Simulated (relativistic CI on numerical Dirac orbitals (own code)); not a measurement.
# Electric-dipole lines of W33+

Method of calculation: Dirac-Coulomb-Breit CI, KLI orbitals optimised for each configuration, model QED, unscaled Slater integrals (own radial code, finite nucleus).

Configuration list (outside the closed core [Ar] 3d10): 4s2.4p6.4d5, 4s2.4p5.4d6, 4s2.4p6.4d4.4f, 4s.4p6.4d6, 4s2.4p5.4d5.4f, 4s.4p6.4d5.4f, 4s2.4p6.4d4.5s, 4s2.4p6.4d3.4f.5s, 4s2.4p6.4d4.5p, 4s2.4p6.4d4.5d, 4s2.4p5.4d5.5s, 4s2.4p6.4d4.5f, 4p6.4d6.4f, 4s2.4p6.4d3.5s.5p, 4s2.4p6.4d4.5g, 4s2.4p6.4d4.6s, 4s2.4p6.4d4.6p, 4s.4p6.4d5.5p, 4p6.4d7, 4p5.4d8, 4p5.4d7.4f, 4s2.4p6.4d3.5s2, 4s2.4p6.4d2.4f.5s2, 4s2.4p5.4d3.4f.5s2, 4s.4p6.4d3.4f.5s2. Double excitations out of closed p, d and f shells are left out; levels of such configurations are missing from the list, as are those of other unlisted configurations, and high levels can miss mixing partners. These lack a partner that the ground configuration has and come out too high: 4s2.4p5.4d5.5s.

```tsv
λ vac (Å)	Lower	Upper	A (s⁻¹)	E lower (cm⁻¹)	E upper (cm⁻¹)
49.451	4s2.4p6.4d5 6S_5/2 [2]	4s2.4p6.4d4.4f 4P°_5/2 [390]	2.69e+11	98452	2120647
49.558	4s2.4p6.4d5 4P_5/2 [1]	4s2.4p6.4d4.4f 2D°_5/2 [319]	5.33e+11	0	2017842
49.664	4s2.4p6.4d5 4P_5/2 [1]	4s2.4p6.4d4.4f 4D°_3/2 [316]	3.54e+11	0	2013520
49.762	4s2.4p6.4d5 6S_5/2 [2]	4s2.4p6.4d4.4f 2G°_7/2 [381]	1.58e+12	98452	2108020
49.784	4s2.4p6.4d5 4P_5/2 [1]	4s2.4p6.4d4.4f 4D°_7/2 [311]	2.11e+12	0	2008681
49.859	4s2.4p6.4d5 6S_5/2 [2]	4s2.4p6.4d4.4f 2F°_7/2 [378]	4.20e+11	98452	2104122
49.866	4s2.4p6.4d5 6S_5/2 [2]	4s2.4p6.4d4.4f 2D°_5/2 [377]	3.85e+11	98452	2103812
49.868	4s2.4p6.4d5 6S_5/2 [2]	4s2.4p6.4d4.4f 2F°_5/2 [376]	5.27e+11	98452	2103731
49.980	4s2.4p6.4d5 6S_5/2 [2]	4s2.4p6.4d4.4f 4G°_5/2 [372]	1.01e+12	98452	2099264
50.035	4s2.4p6.4d5 4P_5/2 [1]	4s2.4p6.4d4.4f 2G°_7/2 [302]	4.70e+11	0	1998588
50.109	4s2.4p6.4d5 4P_5/2 [1]	4s2.4p6.4d4.4f 2D°_3/2 [299]	8.44e+11	0	1995650
50.110	4s2.4p6.4d5 4G_7/2 [3]	4s2.4p6.4d4.4f 2F°_7/2 [398]	1.26e+12	138973	2134579
50.112	4s2.4p6.4d5 6S_5/2 [2]	4s2.4p6.4d4.4f 6P°_3/2 [369]	2.45e+12	98452	2093988
50.125	4s2.4p6.4d5 6S_5/2 [2]	4s2.4p6.4d4.4f 4F°_3/2 [368]	3.86e+11	98452	2093474
50.129	4s2.4p6.4d5 4P_5/2 [1]	4s2.4p6.4d4.4f 6P°_5/2 [298]	2.89e+12	0	1994857
50.180	4s2.4p6.4d5 4D_3/2 [5]	4s2.4p6.4d4.4f 2F°_5/2 [400]	1.53e+12	144849	2137672
50.306	4s2.4p6.4d5 2H_11/2 [4]	4s2.4p6.4d4.4f 2I°_11/2 [397]	2.34e+12	144590	2132421
50.367	4s2.4p6.4d5 2H_11/2 [4]	4s2.4p6.4d4.4f 4G°_11/2 [396]	1.66e+11	144590	2130019
50.379	4s2.4p6.4d5 4P_5/2 [1]	4s2.4p6.4d4.4f 2D°_3/2 [288]	2.11e+12	0	1984941
50.399	4s2.4p6.4d5 4P_5/2 [1]	4s2.4p6.4d4.4f 2G°_7/2 [287]	3.27e+11	0	1984161
50.447	4s2.4p6.4d5 4G_7/2 [3]	4s2.4p6.4d4.4f 4D°_5/2 [391]	7.46e+11	138973	2121249
50.462	4s2.4p6.4d5 4G_7/2 [3]	4s2.4p6.4d4.4f 4P°_5/2 [390]	1.57e+12	138973	2120647
50.490	4s2.4p6.4d5 2H_11/2 [4]	4s2.4p6.4d4.4f 2I°_13/2 [393]	1.20e+11	144590	2125186
50.507	4s2.4p6.4d5 4G_7/2 [3]	4s2.4p6.4d4.4f 4F°_9/2 [387]	1.40e+12	138973	2118905
50.590	4s2.4p6.4d5 4P_5/2 [1]	4s2.4p6.4d4.4f 2F°_7/2 [282]	1.41e+11	0	1976685
50.612	4s2.4p6.4d5 4D_3/2 [5]	4s2.4p6.4d4.4f 4P°_5/2 [390]	5.79e+11	144849	2120647
50.619	4s2.4p6.4d5 2H_11/2 [4]	4s2.4p6.4d4.4f 2I°_11/2 [389]	3.84e+11	144590	2120117
50.621	4s2.4p6.4d5 4G_9/2 [6]	4s2.4p6.4d4.4f 2F°_7/2 [398]	4.43e+11	159110	2134579
50.650	4s2.4p6.4d5 2H_11/2 [4]	4s2.4p6.4d4.4f 4F°_9/2 [387]	7.75e+11	144590	2118905
50.750	4s2.4p6.4d5 6S_5/2 [2]	4s2.4p6.4d4.4f 4D°_5/2 [356]	2.77e+11	98452	2068906
51.026	4s2.4p6.4d5 4G_9/2 [6]	4s2.4p6.4d4.4f 4F°_9/2 [387]	2.80e+11	159110	2118905
51.102	4s2.4p6.4d5 6S_5/2 [2]	4s2.4p6.4d4.4f 2F°_5/2 [344]	5.00e+11	98452	2055308
51.125	4s2.4p6.4d5 4D_3/2 [5]	4s2.4p6.4d4.4f 4P°_1/2 [373]	1.18e+12	144849	2100831
51.241	4s2.4p6.4d5 2F_7/2 [9]	4s2.4p6.4d4.4f 2F°_5/2 [400]	3.58e+11	186121	2137672
51.311	4s2.4p6.4d5 4G_9/2 [6]	4s2.4p6.4d4.4f 2G°_7/2 [381]	4.85e+11	159110	2108020
51.323	4s2.4p6.4d5 2F_7/2 [9]	4s2.4p6.4d4.4f 2F°_7/2 [398]	3.16e+11	186121	2134579
51.414	4s2.4p6.4d5 4G_9/2 [6]	4s2.4p6.4d4.4f 2F°_7/2 [378]	1.91e+11	159110	2104122
51.587	4s2.4p6.4d5 2H_11/2 [4]	4s2.4p6.4d4.4f 4G°_11/2 [364]	2.19e+11	144590	2083070
51.976	4s2.4p6.4d5 4G_9/2 [6]	4s2.4p6.4d4.4f 4G°_11/2 [364]	1.48e+11	159110	2083070
54.878	4s2.4p6.4d5 2I_13/2 [15]	4s2.4p6.4d4.4f 2I°_13/2 [379]	3.15e+11	282234	2104446
55.294	4s2.4p6.4d5 4D_7/2 [12]	4s2.4p6.4d4.4f 4F°_9/2 [357]	2.04e+11	261655	2070154
55.368	4s2.4p6.4d5 2I_13/2 [15]	4s2.4p6.4d4.4f 2I°_13/2 [365]	1.82e+11	282234	2088316
55.373	4s2.4p6.4d5 2I_11/2 [13]	4s2.4p6.4d4.4f 4F°_9/2 [357]	2.34e+11	264216	2070154
55.530	4s2.4p6.4d5 2I_13/2 [15]	4s2.4p6.4d4.4f 4G°_11/2 [364]	2.02e+11	282234	2083070
57.436	4s2.4p6.4d5 2H_11/2 [4]	4s2.4p6.4d4.4f 2G°_9/2 [211]	1.19e+11	144590	1885653
```

Terms are leading LS components. Brackets give the number of a level in order of energy, since labels repeat. The list gives strong lines, with weight on those to low levels, without lines whose two gauges differ by over a factor of 2.5, among the lowest 400 of 10045 levels, so that lines to higher ones, which can be the strongest, are missing. Levels whose partners in the same complex of configurations lie outside the list can be far off, and so can their lines. Rates are taken at the computed energies, electric ones in the length gauge.

At this charge energies of transitions that change n are usually good to better than 1 %, and those within a shell (Δn = 0) to a few per cent. Terms inside the open d or f shell come out 10 to 20 % too wide with unscaled integrals.

LS names give the leading component of a level, which can be under half, so a name can repeat, a term be missing and a line seem to break the LS rules.
